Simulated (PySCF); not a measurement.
The third ionisation energy along group 6

Calculated with PySCF 2.14 from differences of total energies of unrestricted determinants, without spin-orbit coupling. Values in eV. The last column holds reference values (NIST; (s) semi-empirical, (t) theoretical, else measured). Unmarked ones compare directly (S terms, centres of terms, or small fine structure); those marked * lie between the lowest fine-structure levels and include a spin-orbit shift.

```json
{"element": "Cr (x2c-TZVPPall, spin-free X2C)", "configurations": "[Ar] 3d4 → [Ar] 3d3", "UHF": "29.672", "PBE": "31.473", "PBE0": "31.278", "r2SCAN": "31.049", "SCS-MP2 (valence)": "29.882", "CCSD(T) (valence)": "30.370", "reference": "30.959 ± 0.025 *"}
{"element": "Mo (x2c-TZVPPall, spin-free X2C)", "configurations": "[Kr] 4d4 → [Kr] 4d3", "UHF": "26.082", "PBE": "27.461", "PBE0": "27.358", "r2SCAN": "27.242", "SCS-MP2 (valence)": "26.258", "CCSD(T) (valence)": "26.681", "reference": "27.13 ± 0.12 (s) *"}
{"element": "W (x2c-TZVPPall, spin-free X2C)", "configurations": "[Xe] 4f14 5d4 → [Xe] 4f14 5d3", "UHF": "24.768", "PBE": "26.022", "PBE0": "25.915", "r2SCAN": "25.806", "SCS-MP2 (valence)": "25.377", "CCSD(T) (valence)": "25.727", "reference": "26 ± 0.4 (s) *"}
```

"Valence" correlates the outer s and p shells and, in groups 3 to 12 and the f block, the outer d or f shell, open or full, or the next shell where the ion has no valence electron left; the wider scheme adds the next inner shell.
